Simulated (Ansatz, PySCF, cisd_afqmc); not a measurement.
System: LiOH, charge 0, singlet. LiOH (SMILES [OH][Li]).
B3LYP-D3(BJ)/def2-TZVP minimum from Ansatz (a quantum-chemistry and plane-wave program):
```
O
H 1 0.9514
Li 1 1.5725 2 180.00
```
Charge 0, spin multiplicity 1.

Property: enthalpy of formation at 298 K (by atomisation, with ideal-gas terms from PySCF's Hessian at B3LYP-D3(BJ)/def2-TZVP and the atoms' measured values of the G2/97 table; no spin-orbit terms), in kcal/mol. Open shells are spin-unrestricted; no spin-orbit coupling. Correlated methods leave the cores frozen. No relativity. The Monte Carlo rows (phaseless AFQMC, CISD trial, step 0.005/hartree) carry one-sigma bars that omit the constraint's bias. Outlying blocks are dropped, and bars are widened where a walk drifts. Over all cases where full CI ran beside it in this data, AFQMC minus full CI had a median of +0.1 mEh and passed +0.4 mEh in a tenth of the cases. CBS(X,Y): correlation extrapolated as X^-3, Hartree-Fock from the larger set. A bracket is a step between two methods taken in the basis named. Full CI freezes restricted core orbitals, also for open shells; the composite that ends in it estimates full CI at the basis-set limit. Where a partner has so few electrons that a lower coupled-cluster level is exact, that level stands in.

```json
[
 {"level": "HF/def2-SVP", "program": "Ansatz", "enthalpy of formation at 298 K (kcal/mol)": "28.1", "difference against the last row": "84.3"},
 {"level": "PBE/def2-TZVPD", "program": "Ansatz", "enthalpy of formation at 298 K (kcal/mol)": "-56.0", "difference against the last row": "0.2"},
 {"level": "wB97X-V/def2-TZVPD", "program": "Ansatz", "enthalpy of formation at 298 K (kcal/mol)": "-51.5", "difference against the last row": "4.7"},
 {"level": "CCSD/def2-TZVPP", "program": "Ansatz", "enthalpy of formation at 298 K (kcal/mol)": "-42.2", "difference against the last row": "14.0"},
 {"level": "AFQMC/CISD/def2-TZVPP", "program": "cisd_afqmc", "enthalpy of formation at 298 K (kcal/mol)": "-45.9 ± 0.3", "difference against the last row": "10.3"},
 {"level": "CCSD(T)/CBS(def2-TZVPP,def2-QZVPP) + [CCSDTQ - CCSD(T)]/def2-TZVPP", "program": "Ansatz", "enthalpy of formation at 298 K (kcal/mol)": "-56.2", "difference against the last row": "0.0"},
 {"level": "CCSD(T)/CBS(def2-TZVPP,def2-QZVPP) + [CCSDT(Q) - CCSD(T)]/def2-QZVPP + [FCI - CCSDT(Q)]/def2-SVP", "program": "Ansatz", "enthalpy of formation at 298 K (kcal/mol)": "-56.2", "difference against the last row": "0.0"}
]
```
